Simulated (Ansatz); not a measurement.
A run for Ansatz (a first-principles code): U-CCSD(T)/cc-pVTZ on Se2, 2S+1 = 3, a point of a bond scan (R = 1.969 Å). The run froze 28 orbitals, filled d shells among them.

Ansatz 0.2 input:
```yaml
crystal:
  periodic: [false, false, false]
  atoms:
    - {symbol: Se, position_ang: [-0.00000000, -0.00000000, -1.09408457]}
    - {symbol: Se, position_ang: [0.00000000, 0.00000000, 0.87526766]}
basis:
  gaussian:
    orbitals: cc-pVTZ
magnetization: {spin_polarized: true, initial_magnetization: 2}
correlation: {method: ccsd_t, electrons: outside_noble_gas}
scf: {omitted_lower_state_checks: [cluster_reference]}
```

It printed:

```
WARN ansatz: RAYON_NUM_THREADS=1 ignored (pool sized by the plan → 1); use --threads N
Functional definition: HF
these checks for a lower state are left out or cut short: cluster_reference
integrals: 0.11 GiB planned
561 factors; integrals over basis functions are off by at most 9.9e-4 eV
mean field: 0.39 GiB planned
mean field evaluation 1: about -130608.0546 eV, gradient 6.6e0 eV
mean field evaluation 2: about -130608.0944 eV, gradient 6.7e0 eV
mean field evaluation 4: about -130608.5616 eV, gradient 1.3e0 eV
mean field evaluation 8: about -130608.5832 eV, gradient 1.2e-4 eV
mean field evaluation 16: about -130608.5494 eV, gradient 7.3e-1 eV
mean field -130608.58315673 eV, -4799.7769013324 hartree, gradient 8.5e-7 eV, S^2 2.042256; 2 other end points of the search recorded, 0 dependent functions left out
28 core orbitals not correlated
reference -130608.58315673 eV, -4799.7769013324 hartree; 7, 5 occupied and 51, 53 virtual orbitals, 561 factors
second order -7.22753268 eV of doubles, -0.00000000 eV of singles
coupled cluster: 0.20 GiB planned
cycle   1  -7.63380125 eV  change   -4.1e-1 eV  update   6.7e-2
cycle   2  -7.85296309 eV  change   -2.2e-1 eV  update   2.1e-2
cycle   3  -7.88202422 eV  change   -2.9e-2 eV  update   7.9e-3
cycle   4  -7.87924689 eV  change    2.8e-3 eV  update   1.9e-3
cycle   5  -7.87900066 eV  change    2.5e-4 eV  update   3.8e-4
cycle   6  -7.87894691 eV  change    5.4e-5 eV  update   9.9e-5
cycle   7  -7.87896439 eV  change   -1.7e-5 eV  update   2.2e-5
cycle   8  -7.87896981 eV  change   -5.4e-6 eV  update   5.6e-6
perturbative correction -0.39275022 eV, -0.0144333045 hartree
Total energy: -130616.85487677 eV, -4800.0808814370 hartree
Checks for a lower state left out: cluster_reference
```

Self-consistency was reached.

Cost: around 6 core-seconds (rough).
